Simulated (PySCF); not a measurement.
## Kr: excitation energy

Kr [Kr] (1S) → Kr [Ar] 3d10 4s1 4p6 5p1 (3P), as a difference of total energies. Calculation: PySCF 2.14, in aug-cc-pVTZ-PP with one added diffuse shell each of s, d, f type with ECP10MDF (7s5p5d3f, 68 functions); scalar relativity through the core potential. Correlated levels: valence: 3s2 3p6 3d10 frozen. The calculations carry no spin-orbit coupling.

| method | excitation energy (eV) |
| --- | --- |
| UHF | 29.132 |
| LDA | 26.356 |
| PBE | 26.030 |
| PBE0 | 27.034 |
| r2SCAN | 27.004 |
| revPBE | 25.947 |
| CAM-B3LYP | 27.407 |
| MP2 (valence) | 27.789 |
| SCS-MP2 (valence) | 27.538 |

Task: Estimate what HSE06 gives.

Result: 27.008 eV, closest to r2SCAN among the rows shown.

Task: Estimate what r2SCANh gives.

Result: 27.276 eV, closest to CAM-B3LYP among the rows shown.

The upper state lies above the first ionisation limit, where it may autoionise and the basis confines it. A Rydberg-like electron needs more diffuse functions than a valence basis has.

The promoted electron is Rydberg-like, and one or two diffuse shells describe it only roughly, which tends to raise the upper state.
